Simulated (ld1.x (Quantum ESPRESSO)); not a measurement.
Values are calculated unless marked as measured or tabulated.
Potentials for Al (Z = 13) compared

Generated with ld1.x 7.5 (TM, RRKJ, ultrasoft, PAW), atompaw 4.2 or ONCVPSP 4.0.1. The cutoff is in Ry: for ld1.x and atompaw files where the sum of valence levels is converged to 10 mRy in a Bessel basis, for ONCV files where the hardest occupied wave has 1 mHa per electron of residual kinetic energy. The error is the largest all-electron minus pseudo excitation energy over each file’s own four to seven test configurations (ionisations up to +4, promotions, holes and added fractions of an electron), all of which were solved. The labels leave out finer settings (local radius, basis sizes, second energies), which also bear on the numbers. Spin-polarised tests are not counted. The rows are a selection from randomly drawn settings: files with unsolved tests, undetermined cutoffs or missed reference levels are left out.

A true bound ghost makes a file unfit for plane-wave use even where its test errors are small: the radial tests pick states by their node count and pass the ghost by.

| potential | cutoff (Ry) | largest error (meV) | bound ghosts |
| --- | --- | --- | --- |
| PAW, PBEsol, scalar-relativistic, rc 1.30/0.95 (sp), local smoothed, core correction yes, reference 2s2 2p6 3s2 3p1 | 110 | +105 | none |
| TM, LDA (PZ), non-relativistic, rc 2.05/1.80/1.55 (spd), local d, core correction yes, reference 3s1.5 3p1.5 | 10 | +42 | none |
| RRKJ, BLYP, scalar-relativistic, rc 2.25/2.25/2.05 (spd), local s, core correction yes, reference 3s1 3p2 | 10 | +21 | none |

Fill in the row for Al: ultrasoft, PBE, scalar-relativistic, rc 1.85/2.40/2.15 (spd), local smoothed, core correction yes, reference 3s2 3p1.

cutoff 8 Ry, largest error -14 meV, bound ghosts: none.

Fill in the row for Al: PAW, BP86, non-relativistic, rc 2.00/1.70 (sp), local smoothed, core correction yes, reference 3s2 3p1.

cutoff 6 Ry, largest error -22 meV, bound ghosts: p.
